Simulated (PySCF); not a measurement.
CH7ClOSi2. Atoms are numbered in the order given.

```xyz
12

C      1.6228     0.3011    -2.4307
Si     0.4204    -0.7079    -1.3897
Si     0.1840     0.2601     0.7063
O     -0.1839     1.8605     0.4337
Cl    -1.3743    -0.6872     1.7072
H      1.6941    -0.0946    -3.4558
H      1.2821     1.3470    -2.4830
H      2.6311     0.2910    -1.9876
H      0.8959    -2.1138    -1.2154
H     -0.9348    -0.7442    -2.0151
H      1.3617     0.1436     1.6141
H     -0.2939     2.4320     1.2017
```

Geometry optimised at ωB97X-D3(BJ)/def2-SVP. The structure was generated by enumeration; whether it is a known compound was not checked. The values are those of a single conformer.

Calculation: PBE/def2-TZVP (PySCF).

ESP charges are fitted to the potential on shells at 1.4 to 2.0 van der Waals radii. Atomic charges (e):

```csv
atom,ESP fit,IAO
C1,-0.61,-0.71
Si2,0.47,0.43
Si3,0.19,[?]
O4,-0.57,[?]
Cl5,-0.17,[?]
H6,0.16,0.16
H7,0.18,0.17
H8,0.17,0.16
H9,-0.12,-0.10
H10,-0.10,-0.09
H11,-0.04,[?]
H12,0.43,0.37
```

**Question.** Fill in the missing entries. (An estimate is asked for; the answer gives what the named calculation found.)

**Answer.** 
- Si3, IAO: 0.84
- O4, IAO: -0.77
- Cl5, IAO: -0.33
- H11, IAO: -0.14

Computed Mayer and Wiberg (Löwdin basis) orders of the bonds:
| bond | Mayer | Wiberg |
|---|---|---|
| C1–Si2 | 1.00 | 1.27 |
| Si2–Si3 | 0.94 | 1.07 |
| Si3–O4 | 1.24 | 1.72 |
| Si3–Cl5 | 1.14 | 1.81 |
| C1–H6 | 0.94 | 0.90 |
| C1–H7 | 0.94 | 0.90 |
| C1–H8 | 0.94 | 0.90 |
| Si2–H9 | 0.94 | 0.92 |
| Si2–H10 | 0.93 | 0.91 |
| Si3–H11 | 0.89 | 0.92 |
| O4–H12 | 0.88 | 1.02 |
